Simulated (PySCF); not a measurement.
**[Nd(NH2)4]−: from a saddle point downhill**

PySCF 2.14.0, RKS PBE0, Nd lcecp-1-SVP with ECP49, N def2-SVP, H def2-SVP; non-relativistic Hamiltonian with scalar-relativistic core potentials where named; density fitting; no spin-orbit coupling. Relaxed within the symmetry of its start, the geometry (D2d) is

```xyz
13

Nd    0.0000    0.0000    0.0000
N     1.1547    1.4281    1.4281
H     1.5518    1.1931    2.3396
H     1.5518    2.3396    1.1931
N    -1.1547   -1.4281    1.4281
H    -1.5518   -1.1931    2.3396
H    -1.5518   -2.3396    1.1931
N     1.1547   -1.4281   -1.4281
H     1.5518   -2.3396   -1.1931
H     1.5518   -1.1931   -2.3396
N    -1.1547    1.4281   -1.4281
H    -1.5518    2.3396   -1.1931
H    -1.5518    1.1931   -2.3396
```

and its lowest harmonic modes are -142, -31, -31, 82, 88, 98 cm⁻¹ (negative: unstable). It was moved along the lowest mode and relaxed again, within the group S4 that the move left.

Where does it end, and how much lower?

In S4, 0.091 eV lower, after 24 steps:
```xyz
13

Nd   -0.0001    0.0000    0.0000
N     1.3945    1.2553    1.3645
H     1.3673    1.4442    2.3670
H     2.2619    1.6825    1.0320
N    -1.3948   -1.3645    1.2552
H    -2.2613   -1.0319    1.6831
H    -1.3676   -2.3670    1.4443
N     1.3945   -1.2553   -1.3645
H     2.2619   -1.6825   -1.0320
H     1.3673   -1.4442   -2.3670
N    -1.3948    1.3645   -1.2552
H    -1.3676    2.3670   -1.4443
H    -2.2613    1.0319   -1.6831
```

How do the contacts change?


```tsv
contact	saddle (Å)	end (Å)
Nd1–N2 (NH2)	2.326	2.320
Nd1–N5 (NH2)	2.326	2.320
Nd1–N8 (NH2)	2.326	2.320
Nd1–N11 (NH2)	2.326	2.320
```


Is the end a minimum?

Yes; lowest modes 79, 81, 82, 90, 110, 153 cm⁻¹.

An lcecp potential fixes the number of 4f electrons, so in runs with it no electron can move into or out of that shell.

State: singlet in the valence, with the 4f electrons in the core potential.
